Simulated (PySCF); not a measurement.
C2H2F, SMILES F[C]=C (connectivity only; charge and spin as stated), charge +1, multiplicity 1.

Geometry optimised at PBE-D3(BJ)/def2-TZVP. The multiplicity is an assumed one; other spin states were not compared. The isomer is the one that the SMILES or the coordinates give; other isomers of the formula were not compared.

Two levels are set side by side: TDDFT-PBE/def2-SVPD (PySCF) and TDDFT-CAM-B3LYP/def2-SVPD (PySCF). Vertical, same geometry. The lowest singlet is HOMO→LUMO 100 % with PBE and HOMO→LUMO 100 % with the other functional; states are paired by order. Differences are taken from unrounded values.

| quantity | TDDFT-PBE |
|---|---|
| lowest singlet excitation (eV) | 3.56 |
| lowest triplet excitation (TDA) (eV) | 2.94 |
| first bright state (f over 0.05) (eV) | 9.69 |
| its oscillator strength | 0.05 |

These are the TDDFT-PBE values. What does TDDFT-CAM-B3LYP give? (Estimate from the structure and the level; the computed values follow.)


```
quantity                               TDDFT-CAM-B3LYP  TDDFT-PBE minus TDDFT-CAM-B3LYP
-------------------------------------  ---------------  -------------------------------
lowest singlet excitation (eV)                    3.39                             0.17
lowest triplet excitation (TDA) (eV)              2.81                             0.12
first bright state (f over 0.05) (eV)            10.52                            -0.83
its oscillator strength                           0.05                             0.00
```

Rough cost on one machine, each run with all the roots and properties that it gave: TDDFT-CAM-B3LYP against TDDFT-PBE about 5 times.
